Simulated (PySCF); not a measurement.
# TeC: energy against distance

Set-up: Te x2c-SVPall, C x2c-SVPall; spin-free X2C with a Gaussian nucleus (PySCF 2.14). Energies in eV from Te + C in their ground configurations at the same level. All curves are PBE0. state 1: ¹Σ⁺ (singlet), closed shell; state 2: ³Π (triplet), unpaired electrons σ ↑, π ↑, a second solution, started from another occupation; state 3: ⁵Π (quintet), unpaired electrons σ ↑, π ↑↑↑, a second solution, started from another occupation.

| R (Å) | state 1 | state 2 | state 3 |
| --- | --- | --- | --- |
| 1.625 | -2.934 | -0.634 | 2.610 |
| 1.701 | -3.907 | -1.645 | 1.147 |
| 1.777 | -4.440 | -2.232 | 0.149 |
| 1.833 | -4.627 | -2.470 | -0.369 |
| 1.890 | -4.676 | -2.581 | -0.737 |
| 1.947 | -4.618 | -2.597 | -0.986 |
| 2.022 | -4.419 | -2.516 | -1.179 |
| 2.117 | -4.034 | -2.309 | -1.260 |
| 2.230 | -3.457 | -1.984 | -1.212 |
| 2.381 | -2.841 | -1.514 | -1.027 |

Task: Put a parabola through the three lowest points of the state 1 curve and estimate Re, k and ωe (reduced mass 10.99 u; 1 eV/Å² = 0.16022 mdyn/Å; ωe = 1302.8·√(k/μ) cm⁻¹).

Result: Through R = 1.833, 1.89, 1.947 Å the second-order coefficient is 16.5 eV/Å², so Re ≈ 1.888 Å, k ≈ 5.28 mdyn/Å and ωe ≈ 903 cm⁻¹. A polynomial fit of higher order to the unrounded PBE0 energies gives Re = 1.885 Å, k = 5.39 mdyn/Å, ωe = 913 cm⁻¹; anharmonicity and rounding make the difference.

The higher-order fit for each curve: state 1: Re = 1.885 Å, ωe = 913 cm⁻¹, De = 4.68 eV; state 2: Re = 1.929 Å, ωe = 762 cm⁻¹, minimum 2.60 eV below the ground-state fragments; state 3: Re = 2.130 Å, ωe = 538 cm⁻¹, minimum 1.26 eV below the ground-state fragments.

⟨S²⟩ of the unrestricted solution departs from its pure value on part of the curve, where spin states mix. Spin–orbit coupling is left out, which matters for elements this heavy, above all for dissociation energies.
